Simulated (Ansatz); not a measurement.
HF4OW (SMILES [OH][W+]([F])([F])([F])[F]), charge +1, singlet, at a GFN2-xTB geometry (such geometries of metal compounds can be far from the true shape) (the multiplicity is a formal guess) (core potentials on W). Base run: B3LYP/def2-SVP run with Ansatz (a program for electronic structure).

The Ansatz input:
Ansatz 0.2 input:
```yaml
crystal:
  periodic: [false, false, false]
  atoms:
    - {symbol: W, position_ang: [0.00517043, 0.01064127, 0.00015456]}
    - {symbol: F, position_ang: [1.57163266, -0.84182049, -0.33845170]}
    - {symbol: F, position_ang: [-0.58071913, 0.17421454, 1.71045465]}
    - {symbol: F, position_ang: [-1.08889765, 0.46594466, -1.37493200]}
    - {symbol: F, position_ang: [-0.77847316, -1.60217707, -0.02327098]}
    - {symbol: O, position_ang: [0.78657628, 1.61885412, 0.02351321]}
    - {symbol: H, position_ang: [1.21289358, 2.49625856, 0.03625716]}
basis:
  gaussian:
    orbitals: def2-SVP
hamiltonian:
  xc: b3lyp
total_charge: 1
```

The base run was repeated with changes; each row names its change, and settings that it needs were set with it.

| change | ΔE vs base (kcal/mol) |
|---|---|
| base | 0.000 |
| final_grid = 6, 12, 29 | 0.002 |
| lower_state_search = full | 0.000 |
| fitting.mean_field = def2-universal-JKFIT | -0.013 |
| final_grid = 4, 8, 17 | -0.049 |
| nuclear_model = gaussian | 0.061 |
| final_grid = 10, 20, 41 | 0.000 |
| accuracy = high | -0.011 |
| lower_state_search = light | 0.000 |
| lower_state_search = off | 0.000 |
| point_charge = charge:1.0 position_ang:3.7375, 3.0201, 3.0405 | 65.6 |
